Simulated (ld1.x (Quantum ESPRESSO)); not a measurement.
# Scattering properties, ultrasoft potential for Tl

- Element: thallium (Tl)
- Generator: ld1.x (Quantum ESPRESSO) 7.5
- Type: ultrasoft
- Functional: LDA (PZ)
- Relativity: scalar-relativistic
- Frozen core: [Xe] 4f14
- Valence charge: 13
- Reference configuration: 5d10 6s2 6p1
- Partial waves: 6s (bound): rcut 1.70, rcutus 1.95 bohr; 6s channel at 0.6 Ry: rcut 1.70, rcutus 1.95 bohr; 6p (bound): rcut 2.25, rcutus 2.50 bohr; 6p channel at 4.4 Ry: rcut 2.25, rcutus 2.50 bohr; 5d (bound): rcut 1.50, rcutus 1.60 bohr; 5d channel at 3.25 Ry: rcut 1.50, rcutus 1.60 bohr
- Local potential: all-electron potential smoothed inside 2.00 bohr (lloc = -2)
- Core correction: none
- Augmentation charge: PSQ, inside the norm-conserving radii

The phase is arctan(r·u′/u) with u = r·R(r), unwrapped; energies in Ry, scanned from -3 to 5 Ry. A pole is an energy at which the radial function vanishes at the test radius. The pseudo phase is shifted by a multiple of π to meet the all-electron one at the reference energy, and phase errors are pseudo minus all-electron; the curves can meet again beyond the range given. Levels narrower than the energy grid can be missing from the lists of poles.

```
channel  radius (bohr)  reference energy (Ry)  poles, all-electron  poles, pseudo  unbroken range about the reference energy with phases within 0.05 rad  phase error 1 Ry above the reference energy (rad)
      s           2.72                  -0.72                 0.56     0.56, 1.95                                                              below 1.9                                             +0.000
      p           2.72                  -0.19                 2.16           2.15                                                        the whole range                                             -0.001
      d           2.72                  -1.15          -0.99, 4.83    -0.99, 4.83                                                        the whole range                                             +0.000
```

Phases in the s channel:

```tsv
E (Ry)	all-electron	pseudo
-3.00	1.295	1.295
-2.52	1.245	1.245
-2.04	1.157	1.157
-1.56	0.955	0.954
-1.08	0.207	0.207
-0.60	-1.046	-1.046
-0.12	-1.404	-1.404
0.36	-1.536	-1.536
0.84	-1.612	-1.612
1.32	-1.669	-1.670
1.80	-1.723	-1.732
2.28	-1.786	-4.918
2.76	-1.875	-5.004
3.24	-2.030	-5.146
3.72	-2.396	-5.463
4.20	-3.336	-6.305
4.68	-4.095	-7.155
```
